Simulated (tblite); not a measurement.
Problem. Give a GFN2-xTB geometry of `[N]=CC1C[SiH2]C1` [radical]. (Doublet state.)

Solution. 
```xyz
14
C4H8NSi angstrom
N     -3.0139   -0.3351   -0.2770
C     -1.8700   -0.0618   -0.5930
C     -0.6567   -0.1968    0.3120
C      0.4386   -1.1055   -0.2784
Si     1.7756    0.1774    0.2059
C      0.1284    1.1197    0.4671
H     -1.5950    0.3196   -1.5865
H     -0.9960   -0.5688    1.2797
H      0.3282   -1.2314   -1.3549
H      0.4615   -2.0998    0.1600
H      2.6457    0.6562   -0.8660
H      2.5082   -0.1278    1.4314
H     -0.0579    1.6288    1.4092
H     -0.0976    1.8250   -0.3318
```

Any rigid rotation of these coordinates is as good. Atoms count from 1 in this order. The 4-membered ring C3–C4–Si5–C6 has internal angles of 76.3° to 100.4° (sum 357°, against 360° for a flat polygon); it is puckered, 0.09 Å rms from its mean plane, widest ring torsion 14°. Of the pairs four or more bonds apart, H7···H14 is among the closest relative to their van der Waals radii: 2.47 Å, 103 % of the sum of Bondi's values. The C–C distances run from 1.520 Å (C2–C3, drawn single) to 1.541 Å (C3–C4, drawn single), a spread of 0.021 Å. Si5 (silicon bonded to 2 C and 2 H) has angles from 76.3° to 116.8°.

Bonds between heavy atoms (Å): N1=C2 1.218, C2–C3 1.520, C3–C4 1.541, C4–Si5 1.915, Si5–C6 1.916, C3–C6 1.541.

Computed geometry: GFN2-xTB, gas phase. This method treats the open shell by occupation alone, without spin polarisation.

Point group: Cs (every atom within 0.08 Å of its image). Its GFN2-xTB frequencies are all real (lowest 62 cm⁻¹). Torsions: N1–C2–C3–C4 123°, C2–C3–C4–Si5 135°, C3–C4–Si5–C6 -11°, C4–Si5–C6–C3 11°, C2–C3–C6–Si5 -135°.

Time: 0.51 s of wall time. Hardware: one thread, Arm Neoverse V2 (aarch64), shared host. That covers the optimisation of the geometry.

One conformer stands for the species.
